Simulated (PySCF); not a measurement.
Gas-phase reaction: Mg + 2 H → MgH2

Method: PySCF energies plus ideal-gas RRHO corrections (1 bar). † marks an energy on the PBE0/def2-TZVP geometry and frequencies; other levels use their own. MP2 freezes the core. 6-31G* has spherical d functions here. Open shells (unrestricted): H (multiplicity 2); the rest are closed-shell singlets. B3LYP is the form with VWN-RPA correlation. For Mg the outer core is correlated in a valence basis, which is rough. MgH2: computed as isolated molecules; such fragments, hydroxides, amides, oligomers or adducts are transient or little studied in the gas. MP2 isn't extrapolated to the basis-set limit.

```csv
level,"ΔH°(298 K), kJ"
B3LYP/6-31G*,?
M06-2X/def2-TZVP†,?
MP2/def2-TZVPP†,-395
PBE/def2-SVP,-405
PBE0/def2-SVP†,-406
PBE0/def2-TZVP,?
LDA/def2-TZVP†,-450
```

What belongs in the gaps?


- B3LYP/6-31G*, ΔH°(298 K), kJ: -423
- M06-2X/def2-TZVP†, ΔH°(298 K), kJ: -397
- PBE0/def2-TZVP, ΔH°(298 K), kJ: -404
